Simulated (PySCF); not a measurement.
A structure optimised at B3LYP-D3(BJ)/def2-SVP, used in a PySCF frequency run:

```
S
O 1 1.5413
H 2 0.9911 1 120.99
F 1 1.5649 2 103.58 3 50.21
F 1 1.5649 2 103.58 3 -50.21
```
Charge +1, spin multiplicity 1.

Problem. Write its SMILES, formula and point group.

Solution. [OH+]=S(F)F, F2HOS, Cs

Problem. What are its rotational constants (standard atomic weights)?

Solution. 7.9802, 7.6812, 4.7551 GHz
